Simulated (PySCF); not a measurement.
Radial density of F(2+) (fluorine, charge +2)

UHF, [He] 2s2 2p2 3d1, one real determinant (an excited configuration). All numbers are calculated (PySCF 2.14, scalar relativity by spin-free X2C-1e, in dyall-av3z (15s9p3d2f, 71 functions)).

```csv
r (bohr),4πr²ρ (e/bohr),4πr²(ρα − ρβ)
0.00232,0.03172,0.0000
0.00390,0.08580,0.0000
0.00656,0.2281,0.0000
0.0110,0.5882,0.0001
0.0186,1.439,0.0003
0.0312,3.223,0.0013
0.0525,6.204,0.0074
0.0883,9.264,0.0411
0.149,9.114,0.1998
0.250,5.012,0.7458
0.420,3.508,1.8331
0.707,4.736,2.2985
1.19,2.319,1.1256
2.00,0.7404,0.6494
3.36,0.1404,0.1400
5.66,0.0004627,0.0005
```

Densities and radii are taken from the X2C orbitals without a picture-change correction, which distorts them close to the nucleus.

⟨L²⟩ = 7.98 against 12 for a pure F term, so this real determinant mixes terms. The outer electron is Rydberg-like, and this basis confines it to a smaller radius and binds it less than a complete one would.
